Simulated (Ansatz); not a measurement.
```xyz
7

C     0.115   -1.070    0.590
O    -0.015    0.129   -0.075
Mg   -0.178    1.656   -0.914
Cl   -0.380    3.555   -1.957
H    -0.823   -1.643    0.579
H     0.888   -1.704    0.135
H     0.393   -0.922    1.642
```

Charge 0, multiplicity 1.

(1) List the ωB97M-V/def2-TZVPP orbital energies in eV (Ansatz). (An estimate is asked.)

Results:

(1) Ansatz gave: Occupied: -2770.96, -1281.71, -524.89, -282.18, -261.36, -198.78, -198.73, -198.73, -89.38, -54.32, -54.32, -54.19, -29.63, -24.40, -20.89, -14.84, -14.50, -14.50, -12.07, -11.07, -11.07, -9.89, -9.89. Lowest empty: -0.08, 1.51, 1.51, 2.84, 3.89, 3.89, 3.92, 4.93.
